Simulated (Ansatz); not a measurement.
Consider the formal exchange of groups at a P–S bond: `O[SiH2]PS` + SiH₄ → `O[SiH2]P[SiH3]` + H₂S.

Program: Ansatz. Geometries: PBE0-D4/def2-TZVP. ΔE: electronic, gas phase. CBS: MP2 limit from def2 TZ/QZ plus the TZ coupled-cluster correction, frozen cores. This one scheme is used for every species. Functionals use def2-TZVPP. One conformer a species, not always the lowest.

| level | ΔE (eV) |
| --- | --- |
| ωB97X-V | -0.21 |
| CCSD/CBS(def2) | -0.22 |

Question: What does CCSD(T)/CBS give? (An estimate is asked.)

Answer: Ansatz gave: -0.23 eV. The listed levels differ from it by 0.02, 0.01 eV.

Largest T1 diagnostic among the species: 0.013.

In def2-TZVPP, CCSD(T) changes the Hartree–Fock value by −0.10 eV (the triples alone add −0.00 eV) and MP2 by −0.08 eV.
